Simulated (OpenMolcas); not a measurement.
Ru4+ (d4) in a complex was computed by CASSCF with the d shell active (OpenMolcas, ANO-RCC-VDZP on the metal). Its lowest spin-free states, and all those of the highest spin:

```json
{"2S+1": "3", "Degeneracy": "3", "E (cm-1)": "0.0"}
{"2S+1": "5", "Degeneracy": "2", "E (cm-1)": "9086"}
{"2S+1": "1", "Degeneracy": "3", "E (cm-1)": "9390"}
{"2S+1": "1", "Degeneracy": "2", "E (cm-1)": "10667"}
{"2S+1": "1", "Degeneracy": "1", "E (cm-1)": "20449"}
{"2S+1": "3", "Degeneracy": "2", "E (cm-1)": "24933"}
{"2S+1": "3", "Degeneracy": "3", "E (cm-1)": "26483"}
{"2S+1": "3", "Degeneracy": "3", "E (cm-1)": "27266"}
{"2S+1": "3", "Degeneracy": "1", "E (cm-1)": "28630"}
{"2S+1": "3", "Degeneracy": "1", "E (cm-1)": "29720"}
{"2S+1": "3", "Degeneracy": "2", "E (cm-1)": "31314"}
{"2S+1": "1", "Degeneracy": "3", "E (cm-1)": "33730"}
{"2S+1": "5", "Degeneracy": "3", "E (cm-1)": "38163"}
```

Question: Is the site octahedral, tetrahedral or cube-like, axial, or of lower symmetry?

Answer: The states with 2S+1 = 5 have orbital degeneracies 2, 3. Threefold states need a cubic site. For d4 at this spin an octahedron puts the twofold E below the threefold T2 and a tetrahedron or cube puts the threefold T2 below the twofold E, so the site is octahedral. The first gap at this spin, 29100 cm-1, is |10Dq| in ligand-field theory. The run had Ru4+ with 6 ligands (fluoride) in octahedral coordination (Oh) at 1.93 Å. A charge of +0.333 e stands 3.2 Å behind each ligand. Ligand basis ANO-RCC-VDZP.

An orbital triplet at a regular site is open to Jahn-Teller coupling, which can distort the site and quench the lowest spin-orbit gaps and is left out. Without dynamic correlation the repulsion within the d shell is too large (B by tens of per cent), so at a given field states of lower spin stand too high. This shell can be high or low spin here, a state of another spin lies low, and with metal d orbitals alone active their balance is uncertain, so the ground spin may be wrong, although the usual error favours high spin. The least metal-like active orbital is 75 % on the metal (Löwdin) and no ligand orbital is active, so the numbers are rough. With metal d orbitals alone the field can be off either way by tens of per cent. Ligand-to-metal charge-transfer states are missing. With no ligand orbital active B as a rule stays too high, so bands that hang on it stand too high and its fall with covalency is understated. No measured value stands beside these numbers; the geometry was imposed, not optimised, and the real ion may take another.
